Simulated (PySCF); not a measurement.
**Polarisability and C₆ of Si²⁺ (silicon, charge +2)**

[Ne] 3s2, closed-shell 1S. Calculation: PySCF 2.14, in aug-cc-pVQZ-DK; scalar relativity by spin-free X2C-1e. Coupled (time-dependent) response in atomic units; α is the mean over directions.

```tsv
method	mean α (bohr³)	C₆ (like pair)	S(−4)
UHF	12.45	44.19	88.99
PBE	11.55	39.30	77.92
PBE0	11.81	40.64	81.12
wB97X-V	12.01	41.67	83.90
TPSS	12.11	42.51	84.32
```

S(−4) is the Cauchy moment in α(ω) = α(0) + S(−4) ω² + …

α(iu) at TPSS:

```csv
u (hartree),α(iu) (bohr³)
0,12.11
0.0500,11.91
0.100,11.33
0.200,9.485
0.300,7.478
0.500,4.499
0.750,2.579
1.00,1.650
1.50,0.8559
2.00,0.5399
3.00,0.2898
5.00,0.1358
```

A single London oscillator, α(iu) = α/(1 + u²/ω²), gives C₆ = (3/4) ω α². Matching the computed C₆ needs ω = 4 × 42.51 / (3 × 12.11²) = 0.386 hartree.

For an ion, C₆ is the dispersion term alone; charge-induced terms of lower order in 1/R come first.
